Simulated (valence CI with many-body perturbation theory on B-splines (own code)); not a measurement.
# E1 line list for W69+

Computed by valence CI with perturbative core correlation (CI+MBPT): three valence electrons over a frozen Dirac-Fock core [He], radial functions for each j: 11 s, 11 p, 9 d, 7 f, 5 g, 2 h, 1 i, with the one-electron correlation potential Σ1, the two-electron term Σ2, the three-electron term Σ3, Breit, model QED; selected CI, second order for the rest (own B-spline code, finite nucleus).

No measured spectrum was set against this ion. As an estimate, large intervals hold to a few tenths of a per cent, small ones and those within an open d or f shell to about a per cent.

Lines 101 to 150 of 285 in falling wavelength, among levels below 107360 × 10³ cm⁻¹, chosen from the strongest by gf and those to the six lowest levels. Wavelengths and rates use the calculated energies. Electric multipoles are in the length gauge, E1 and E2 with the static RPA response of the core. Weak lines are less certain than strong ones. Lines between different terms over intervals too small for the method are left out, as are lines whose strength nearly cancels. The highest levels of a list are the least certain.

Levels are named by their leading jj configuration (3d3/2^4 stands for four electrons in 3d with j = 3/2), which in mixed levels can hold well under half, so a name can repeat and another be missing. Letters in brackets count levels of one name in rising energy.

| λ vac (nm) | Upper | Lower | A (s⁻¹) | S (a.u.) with core polarisation | S without |
| --- | --- | --- | --- | --- | --- |
| 0.7015 | (2s 2p1/2 2p3/2) J=1/2 | (2s^2 2p1/2) J=1/2 | 1.28e+13 | 4.35e-03 | 4.35e-03 |
| 0.7007 | (2p1/2 2p3/2^2) J=3/2 | (2s 2p1/2 2p3/2) J=5/2 | 1.00e+12 | 6.79e-04 | 6.80e-04 |
| 0.7007 | (2s 2p1/2 2p3/2) J=3/2 [b] | (2s^2 2p1/2) J=1/2 | 1.16e+13 | 7.91e-03 | 7.92e-03 |
| 0.6984 | (2p1/2 2p3/2^2) J=1/2 | (2s 2p1/2 2p3/2) J=3/2 [b] | 1.30e+13 | 4.39e-03 | 4.39e-03 |
| 0.6976 | (2p1/2 2p3/2^2) J=1/2 | (2s 2p1/2 2p3/2) J=1/2 | 6.11e+12 | 2.05e-03 | 2.05e-03 |
| 0.6967 | (2p1/2^2 2p3/2) J=3/2 | (2s 2p1/2^2) J=1/2 | 8.70e+12 | 5.81e-03 | 5.81e-03 |
| 0.6960 | (2s 2p3/2^2) J=1/2 | (2s^2 2p3/2) J=3/2 | 1.00e+13 | 3.33e-03 | 3.33e-03 |
| 0.6958 | (2s 2p3/2^2) J=3/2 | (2s^2 2p3/2) J=3/2 | 1.85e+13 | 1.23e-02 | 1.23e-02 |
| 0.6918 | (2p1/2 2p3/2^2) J=5/2 | (2s 2p1/2 2p3/2) J=5/2 | 8.46e+12 | 8.30e-03 | 8.31e-03 |
| 0.6849 | (2p1/2 2p3/2^2) J=3/2 | (2s 2p1/2 2p3/2) J=3/2 [a] | 9.17e+12 | 5.82e-03 | 5.83e-03 |
| 0.6765 | (2p1/2 2p3/2^2) J=5/2 | (2s 2p1/2 2p3/2) J=3/2 [a] | 1.83e+11 | 1.68e-04 | 1.68e-04 |
| 0.6557 | (2p1/2 2p3/2^2) J=1/2 | (2s 2p1/2 2p3/2) J=3/2 [a] | 1.69e+11 | 4.69e-05 | 4.70e-05 |
| 0.3821 | (2s 2p3/2^2) J=3/2 | (2s^2 2p1/2) J=1/2 | 5.54e+10 | 6.10e-06 | 6.11e-06 |
| 0.1371 | (2s 2p1/2 3s) J=1/2 [a] | (2s 2p1/2 2p3/2) J=1/2 | 9.54e+12 | 2.43e-05 | 2.42e-05 |
| 0.1368 | (2s^2 3p1/2) J=1/2 | (2s 2p1/2 2p3/2) J=3/2 [a] | 2.01e+12 | 5.07e-06 | 5.06e-06 |
| 0.1367 | (2s 2p1/2 3s) J=3/2 | (2s 2p1/2 2p3/2) J=1/2 | 5.84e+12 | 2.95e-05 | 2.94e-05 |
| 0.1363 | (2p1/2 2p3/2 3s) J=5/2 | (2p1/2 2p3/2^2) J=5/2 | 1.10e+14 | 8.23e-04 | 8.22e-04 |
| 0.1362 | (2s 2p1/2 3s) J=1/2 [b] | (2s 2p1/2 2p3/2) J=1/2 | 8.66e+13 | 2.16e-04 | 2.16e-04 |
| 0.1361 | (2p1/2 2p3/2 3s) J=3/2 [b] | (2p1/2 2p3/2^2) J=5/2 | 1.61e+14 | 8.00e-04 | 7.99e-04 |
| 0.1356 | (2s 2p3/2 3s) J=5/2 | (2s 2p3/2^2) J=5/2 | 1.13e+14 | 8.34e-04 | 8.33e-04 |
| 0.1356 | (2s 2p1/2 3s) J=3/2 | (2s 2p1/2 2p3/2) J=5/2 | 1.78e+14 | 8.78e-04 | 8.77e-04 |
| 0.1354 | (2s 2p1/2 3s) J=1/2 [a] | (2s 2p1/2 2p3/2) J=3/2 [a] | 2.05e+14 | 5.03e-04 | 5.02e-04 |
| 0.1353 | (2s^2 3s) J=1/2 | (2s^2 2p3/2) J=3/2 | 2.30e+14 | 5.63e-04 | 5.62e-04 |
| 0.1352 | (2s 2p3/2 3s) J=3/2 [a] | (2s 2p3/2^2) J=5/2 | 1.75e+14 | 8.52e-04 | 8.51e-04 |
| 0.1350 | (2s 2p1/2 3s) J=3/2 | (2s 2p1/2 2p3/2) J=3/2 [a] | 1.45e+13 | 7.04e-05 | 7.03e-05 |
| 0.1345 | (2s 2p1/2 3s) J=1/2 [b] | (2s 2p1/2 2p3/2) J=3/2 [a] | 3.51e+12 | 8.43e-06 | 8.42e-06 |
| 0.1321 | (2s^2 3p3/2) J=3/2 | (2s 2p1/2 2p3/2) J=1/2 | 5.25e+11 | 2.39e-06 | 2.39e-06 |
| 0.1305 | (2s 2p1/2 3p1/2) J=1/2 [b] | (2s^2 2p3/2) J=3/2 | 1.82e+12 | 3.99e-06 | 3.98e-06 |
| 0.1290 | (2s 2p1/2 3d3/2) J=3/2 [a] | (2s 2p1/2 2p3/2) J=1/2 | 9.57e+12 | 4.06e-05 | 4.06e-05 |
| 0.1286 | (2p1/2 2p3/2 3d3/2) J=5/2 [a] | (2p1/2 2p3/2^2) J=5/2 | 1.18e+14 | 7.44e-04 | 7.44e-04 |
| 0.1285 | (2p1/2^2 3d3/2) J=3/2 | (2p1/2^2 2p3/2) J=3/2 | 2.67e+14 | 1.12e-03 | 1.12e-03 |
| 0.1284 | (2s 2p1/2 3d3/2) J=3/2 [b] | (2s 2p1/2 2p3/2) J=1/2 | 2.50e+13 | 1.04e-04 | 1.05e-04 |
| 0.1283 | (2s 2p1/2 3d3/2) J=1/2 | (2s 2p1/2 2p3/2) J=1/2 | 1.37e+14 | 2.86e-04 | 2.86e-04 |
| 0.1283 | (2p1/2 2p3/2 3d3/2) J=3/2 [a] | (2p1/2 2p3/2^2) J=3/2 | 1.52e+14 | 6.33e-04 | 6.34e-04 |
| 0.1281 | (2p1/2 2p3/2 3d3/2) J=3/2 [b] | (2p1/2 2p3/2^2) J=5/2 | 2.15e+14 | 8.91e-04 | 8.92e-04 |
| 0.1280 | (2s 2p1/2 3d3/2) J=3/2 [a] | (2s 2p1/2 2p3/2) J=5/2 | 6.95e+12 | 2.88e-05 | 2.88e-05 |
| 0.1276 | (2s 2p1/2 3d3/2) J=5/2 | (2s 2p1/2 2p3/2) J=5/2 | 2.61e+14 | 1.60e-03 | 1.61e-03 |
| 0.1275 | (2s 2p1/2 3d3/2) J=3/2 [a] | (2s 2p1/2 2p3/2) J=3/2 [a] | 1.32e+14 | 5.38e-04 | 5.39e-04 |
| 0.1275 | (2s 2p3/2 3d3/2) J=5/2 [a] | (2s 2p3/2^2) J=5/2 | 1.40e+14 | 8.59e-04 | 8.60e-04 |
| 0.1274 | (2s 2p3/2 3d3/2) J=3/2 [a] | (2s 2p3/2^2) J=5/2 | 2.51e+14 | 1.02e-03 | 1.02e-03 |
| 0.1274 | (2s 2p1/2 3d3/2) J=3/2 [b] | (2s 2p1/2 2p3/2) J=5/2 | 6.08e+13 | 2.48e-04 | 2.48e-04 |
| 0.1274 | (2s 2p1/2 3d5/2) J=5/2 [a] | (2s 2p1/2 2p3/2) J=3/2 [b] | 1.59e+14 | 9.71e-04 | 9.72e-04 |
| 0.1273 | (2s 2p3/2 3d5/2) J=5/2 [a] | (2s 2p3/2^2) J=3/2 | 1.91e+14 | 1.17e-03 | 1.17e-03 |
| 0.1272 | (2s^2 3d3/2) J=3/2 | (2s^2 2p3/2) J=3/2 | 2.77e+14 | 1.13e-03 | 1.13e-03 |
| 0.1272 | (2p1/2 2p3/2 3d5/2) J=3/2 [b] | (2p1/2 2p3/2^2) J=1/2 | 1.47e+15 | 5.97e-03 | 5.97e-03 |
| 0.1271 | (2s 2p3/2 3d5/2) J=3/2 [a] | (2s 2p3/2^2) J=3/2 | 7.15e+14 | 2.90e-03 | 2.90e-03 |
| 0.1271 | (2p1/2 2p3/2 3d5/2) J=1/2 | (2p1/2 2p3/2^2) J=1/2 | 1.62e+15 | 3.29e-03 | 3.29e-03 |
| 0.1271 | (2s 2p1/2 3d3/2) J=5/2 | (2s 2p1/2 2p3/2) J=3/2 [a] | 2.26e+13 | 1.37e-04 | 1.37e-04 |
| 0.1271 | (2s 2p3/2 3d5/2) J=3/2 [a] | (2s 2p3/2^2) J=1/2 | 5.98e+14 | 2.42e-03 | 2.43e-03 |
| 0.1269 | (2s 2p3/2 3d5/2) J=1/2 | (2s 2p3/2^2) J=1/2 | 1.40e+15 | 2.82e-03 | 2.82e-03 |
